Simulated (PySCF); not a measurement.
Two species compared at the same levels of theory.

First species: C₅H₇GeNO.
InChI=1S/C5H7GeNO/c6-8-5-3-1-2-4-7-5/h1-4H,6H3

Second species: EtP(CF3)2, C4H5F6P.
Numbering: `[CH3:1][CH2:2][P:3]([C:4]([F:5])([F:6])[F:7])[C:8]([F:9])([F:10])[F:11]` (hydrogens: H12, H13, H14 on C1; H15, H16 on C2)

Geometry (PBE0-D3(BJ)/def2-SVP, Å), atoms numbered from 1 in this order:
```
atom  x, y, z in Å
C1     2.0885   -0.7603   -0.1547
C2     1.0429    0.3288   -0.3516
P3    -0.2599    0.3147    0.9639
C4    -1.2469   -1.1956    0.3852
F5    -2.4870   -1.1568    0.8671
F6    -1.3300   -1.3377   -0.9378
F7    -0.6483   -2.2934    0.8623
C8    -1.3826    1.6395    0.2118
F9    -2.5076    1.7623    0.9089
F10   -1.7153    1.4301   -1.0630
F11   -0.7277    2.8056    0.2661
H12    2.8875   -0.6594   -0.9040
H13    1.6548   -1.7648   -0.2649
H14    2.5526   -0.7026    0.8418
H15    1.5011    1.3292   -0.2833
H16    0.5631    0.2560   -1.3396
```

Levels: PBE0/def2-SVPD for dipole moment, HOMO energy, LUMO energy, HOMO–LUMO gap, static isotropic polarisability and electronic spatial extent ⟨r²⟩ about the centre of nuclear charge; TDDFT PBE0/def2-SVPD for lowest singlet excitation; TDA PBE0/def2-SVPD for lowest triplet excitation (Tamm–Dancoff); PBE0-D3(BJ)/def2-SVP for rotational constant A and rotational constant C. Geometries: PBE0-D3(BJ)/def2-SVP. Each species is one conformer at its optimised geometry, gas phase, non-relativistic unless stated; the electronic structure was computed with PySCF and density fitting.

The conformers computed, where there is a choice (atom-mapped SMILES and torsion angles):
- `[GeH3:1][O:2][c:3]1[cH:4][cH:5][cH:6][cH:7][n:8]1`: Ge1–O2–C3–C4 180°
- `[CH3:1][CH2:2][P:3]([C:4]([F:5])([F:6])[F:7])[C:8]([F:9])([F:10])[F:11]`: C1–C2–P3–C4 -75°, C2–P3–C4–F5 -158°, C2–P3–C8–F9 174°

Problem. Which of the two has the higher LUMO energy, and by how much?

Solution. The second: -0.28 eV against -0.83 eV, a difference of 0.55 eV.

Problem. Which of the two has the higher dipole moment, and by how much?

Solution. The second: 2.74 D against 1.01 D, a difference of 1.73 D.

Problem. Which of the two has the higher T1 energy, and by how much?

Solution. The second: 5.30 eV against 3.89 eV, a difference of 1.41 eV.

Problem. Which has the higher HOMO–LUMO gap?

Solution. The second: 7.98 eV against 6.01 eV, a difference of 1.97 eV.

Problem. Which of the two has the higher HOMO energy, and by how much?

Solution. The first: -6.84 eV against -8.26 eV, a difference of 1.42 eV.

Problem. Which of the two has the higher static isotropic polarisability, and by how much?

Solution. The first: 98.6 au against 79.2 au, a difference of 19.4 au.

Problem. Which has the higher rotational constant A?

Solution. The first: 4.631 GHz against 1.219 GHz, a difference of 3.412 GHz.

Problem. Which has the higher ⟨r²⟩?

Solution. The second: 1795 bohr² against 1581 bohr², a difference of 214 bohr².

On the first: In wavenumbers S1 is 40900 cm⁻¹ (1 eV = 8065.54 cm⁻¹). Relativistic effects, spin–orbit coupling among them, are left out although an element past zinc is present.

On the second: The principal polarisabilities are 69.0, 79.3 and 89.2 au; their mean is the isotropic value.
